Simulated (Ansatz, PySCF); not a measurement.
Species: sum formula InOH, charge 0, multiplicity 1. 
Coordinates optimised at B3LYP-D3(BJ)/def2-TZVP (Ansatz, a quantum-chemistry and plane-wave program):
```xyz
3

In    -0.1901    -0.1458    -0.2219
O      0.9785     0.7034     1.2141
H      1.4855     1.5186     1.1611
```

Total electronic energies in hartree. Valence correlation only, unless marked. Spin-orbit coupling is left out. Frozen are the shells of the preceding noble gas and the d and f shells that filled before the atom's block. Past Kr the def2 sets carry scalar-relativistic core potentials. CBS marks a two-point X^-3 extrapolation of the correlation energy; Hartree-Fock from the larger set. The bracket is a focal-point correction in the basis named.

```json
[
 {"level": "HF/def2-SVPD", "program": "Ansatz", "energy (Eh)": "-264.63519"},
 {"level": "HF/def2-TZVPPD", "program": "Ansatz", "energy (Eh)": "-264.72891"},
 {"level": "HF/def2-QZVPPD", "program": "Ansatz", "energy (Eh)": "-264.73303"},
 {"level": "SVWN5/def2-TZVPD", "program": "Ansatz", "energy (Eh)": "…"},
 {"level": "PBE-D4/def2-TZVPD", "program": "Ansatz + dftd4", "energy (Eh)": "…"},
 {"level": "BP86/def2-TZVPD", "program": "PySCF", "energy (Eh)": "-266.15779"},
 {"level": "M06-L-D4/def2-TZVPD", "program": "PySCF + dftd4", "energy (Eh)": "-266.16454"},
 {"level": "TPSSh/def2-TZVPD", "program": "PySCF", "energy (Eh)": "-265.96048"},
 {"level": "r2SCANh-D4/def2-TZVPD", "program": "Ansatz + dftd4", "energy (Eh)": "-266.04727"},
 {"level": "r2SCAN0/def2-TZVPD", "program": "Ansatz", "energy (Eh)": "-266.01750"},
 {"level": "M06-2X/def2-TZVPD", "program": "PySCF", "energy (Eh)": "…"},
 {"level": "MN15/def2-TZVPD", "program": "PySCF", "energy (Eh)": "-265.55257"},
 {"level": "RPA@PBE/def2-QZVPP", "program": "Ansatz", "energy (Eh)": "-265.21859"},
 {"level": "MP2/CBS(def2-TZVPP,def2-QZVPP)", "program": "Ansatz", "energy (Eh)": "-265.0753"},
 {"level": "RI-MP2/CBS(def2-TZVPP,def2-QZVPP)", "program": "Ansatz", "energy (Eh)": "-265.0752"},
 {"level": "SCS-MP2/def2-SVP", "program": "Ansatz", "energy (Eh)": "-264.85148"},
 {"level": "SCS-MP2/def2-SVPD", "program": "Ansatz", "energy (Eh)": "-264.88223"},
 {"level": "CCSD/def2-TZVPP", "program": "Ansatz", "energy (Eh)": "-265.03474"},
 {"level": "CCSD(T)/def2-TZVPPD", "program": "Ansatz", "energy (Eh)": "-265.05060"},
 {"level": "RI-MP2/CBS(def2-TZVPP,def2-QZVPP)+[CCSD(T)-MP2]/def2-SVP", "program": "Ansatz", "energy (Eh)": "-265.0940"},
 {"level": "RI-MP2/CBS(def2-TZVPP,def2-QZVPP)+[CCSD(T)-MP2]/def2-TZVPP", "program": "Ansatz", "energy (Eh)": "-265.0935"},
 {"level": "RI-MP2/CBS(def2-TZVPPD,def2-QZVPPD)+[CCSD(T)-MP2]/def2-QZVPPD", "program": "Ansatz", "energy (Eh)": "-265.0904"},
 {"level": "CCSD(T)/CBS(def2-TZVPPD,def2-QZVPPD)", "program": "Ansatz", "energy (Eh)": "-265.0891"}
]
```

Question: Fill in the missing entries.

Answer: 
- SVWN5/def2-TZVPD, energy (Eh): -265.18733
- PBE-D4/def2-TZVPD, energy (Eh): -265.96430
- M06-2X/def2-TZVPD, energy (Eh): -265.93454
